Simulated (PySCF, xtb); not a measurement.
C5H7FO, SMILES C=C1C[C@@](C)(F)O1.

GFN2-xTB run with xtb at its own geometry gives an orbital gap of 5.28 eV and a dipole moment of 2.99 D.

Geometry: B3LYP-D3(BJ)/def2-SVP. The structure was generated by enumeration; whether it is a known compound was not checked.

Question: What does B3LYP/def2-TZVP (PySCF) give? (Estimate from the structure and the level; the computed values follow.)

Answer: gap 6.85 eV (levels -6.62 and 0.24 eV), dipole 2.46 D.
